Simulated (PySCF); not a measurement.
## Telling isomers of C$_{5}$H$_{11}$O$_{2}$PSi$_{2}$ apart by NMR

A single conformation, gas phase, relativity neglected, fast rotation and ring inversion assumed for equivalent nuclei. Geometry: GFN2-xTB; NMR shieldings at PBE0/pcSseg-1/GIAO; PySCF 2.14.

Scale: TMS for 1H, 13C (reference shieldings calculated alike). Splittings of carbon signals by F and P are missing where no couplings were computed. Where no couplings were computed, multiplicities follow the n + 1 count of equivalent neighbours, and m marks all less simple cases (inequivalent or close neighbours, rings, F or P nearby). Shifts are as computed. Against solution values, carbons near 30 ppm lie about +3 ppm off and those near 130 ppm about +5 ppm. Of 1211 compounds with measured shifts, 218 miss one by over three times the rms of a fit or turn the order of signals round; such compounds aren't used in these exercises.

(1) Tabulate the signals of `O=C([SiH2][SiH2]P)C(=O)C1CC1`, `C=C(C)C(=O)C(=O)[SiH2][SiH2]P` and their relative energies.

(2) What is the quickest way to tell O=C([SiH2][SiH2]P)C(=O)C1CC1 from C=C(C)C(=O)C(=O)[SiH2][SiH2]P?

Answers

(1) 
| SMILES | carbon types | δC | δH | E rel. (kcal/mol) |
| --- | --- | --- | --- | --- |
| O=C([SiH2][SiH2]P)C(=O)C1CC1 | 2×C 1×CH 2×CH2 | 247.2, 210.0, 18.7, 14.9 | 4.47 (m, 2H), 4.01 (m, 2H), 2.38 (m, 1H), 1.31 (m, 2H), 1.23 (m, 2H), 1.22 (m, 2H) | 0.0 |
| C=C(C)C(=O)C(=O)[SiH2][SiH2]P | 3×C 1×CH2 1×CH3 | 259.5, 199.9, 144.5, 142.1, 23.2 | 7.12 (br s, 1H), 6.20 (br s, 1H), 5.04 (m, 2H), 4.12 (m, 2H), 2.12 (s, 3H), 1.06 (m, 2H) | 8.3 |

Energies are electronic energies at PBE0/pcSseg-1 on these geometries, without zero-point or thermal terms, each for the one conformer computed, which needn't be the lowest.

(2) Count the carbon signals: 4 against 5. The first has a three-membered-ring carbon (CH2) at 18.7 ppm, the second an α carbon of a C=C–C=O unit (C) at 144.5 ppm. Their most deshielded carbons lie at 247.2 and 259.5 ppm. In the proton spectra the most deshielded non-exchanging signals are 4.47 (m, 2H) and 7.12 (br s, 1H).
